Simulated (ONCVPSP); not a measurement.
# An all-electron radial function and its pseudo partner (Mn (Z = 25))

Columns: radius, all-electron u(r) and pseudo u(r) of the 3p shell (level -62.48 eV) of manganese in the configuration [Ne] 3s2 3p6 3d5 4s1; PBE, non-relativistic, ONCV scheme, ONCVPSP 4.0.1.

```csv
r (bohr),all-electron,pseudo
0.085,-0.4353,0.0407
0.170,-0.5721,0.1556
0.255,-0.2925,0.3254
0.340,0.1309,0.5231
0.425,0.5255,0.7195
0.510,0.8233,0.8892
0.595,1.0134,1.0148
0.680,1.1089,1.0883
0.765,1.1316,1.1106
0.850,1.1037,1.0896
0.935,1.0433,1.0359
1.020,0.9643,0.9612
1.105,0.8766,0.8756
1.190,0.7869,0.7867
1.275,0.6995,0.6995
1.360,0.6170,0.6170
1.445,0.5409,0.5409
1.530,0.4718,0.4718
1.615,0.4098,0.4098
1.700,0.3547,0.3547
1.785,0.3062,0.3062
1.870,0.2636,0.2636
1.955,0.2265,0.2265
2.040,0.1943,0.1943
2.125,0.1664,0.1664
2.210,0.1422,0.1422
```

Question: How many radial nodes do the two functions have?

Answer: The all-electron 3p function has n − l − 1 = 1; the pseudo-wave has 0, since the states of the same l below it are removed with the core.

Question: At about which radius was the pseudo-wave matched?

Answer: 1.35 bohr. The columns agree to 0.0005 from 1.19 bohr on; several derivatives are matched, so the curves merge somewhat inside the radius.

Question: Is the pseudo-wave norm-conserving?

Answer: Yes: the ONCV scheme keeps the norm inside the radius equal to the all-electron one, which fixes the energy derivative of the logarithmic derivative at the level.
